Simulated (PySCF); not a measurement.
O: excitation energy

O [He] 2s2 2p4 (3P) → O [He] 2s1 2p5 (3P), as a difference of total energies. Calculation: PySCF 2.14, in ANO-RCC-VTZP (4s3p2d1f, 30 functions); scalar relativity by spin-free X2C-1e. Correlated levels: valence and next inner shell: nothing frozen. The calculations carry no spin-orbit coupling.

```
                                method  excitation energy (eV)
                                   UHF                  16.913
    MP2 (valence and next inner shell)                  16.022
SCS-MP2 (valence and next inner shell)                  15.965
   CCSD (valence and next inner shell)                  15.727
CCSD(T) (valence and next inner shell)                  15.609
  CCSDT (valence and next inner shell)                  15.587
```

Task: How much does correlation contribute at CCSD(T) (valence and next inner shell)?

Result: 15.609 − (16.913) = -1.304 eV, measured against UHF.

The upper state lies above the first ionisation limit, where it may autoionise and the basis confines it.
